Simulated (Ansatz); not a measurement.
CH5BSi, SMILES `B=[SiH]C` (charge 0, multiplicity 1).

Cartesian coordinates (Å):
```xyz
8

B      2.0294    -0.2861    -0.0613
Si     0.4394     0.5892     0.0544
C     -1.2399    -0.2480    -0.0070
H      3.0595    -0.8453    -0.1371
H      0.4562     2.0563     0.2109
H     -1.7982    -0.0672     0.9128
H     -1.1170    -1.3245    -0.1272
H     -1.8295     0.1256    -0.8454
```
Charge 0, spin multiplicity 1.

Frozen-core energies in 6-31g from Ansatz (a program for electronic structure) at a geometry from B3LYP-D3(BJ)/def2-TZVP; the HF reference has <S^2> = 0.00 (restricted, and unstable towards unrestricted orbitals) and the T1 diagnostic is 0.012.

| level | energy (Ha) |
|---|---|
| HF | -354.20834 |
| MP2 | -354.40238 |
| CCSD | -354.44468 |
| CCSD(T) | -354.45067 |

Q: Estimate the energies of CCSDT, CCSDT(Q) and CCSDTQ, and give each level's difference from CCSDTQ.

A: 
```csv
level,energy (Ha),difference from CCSDTQ (mHa)
MP2,-354.40238,49.57
CCSD,-354.44468,7.27
CCSD(T),-354.45067,1.28
CCSDT,-354.45160,0.35
CCSDT(Q),-354.45195,0.00
CCSDTQ,-354.45195,0.00
```
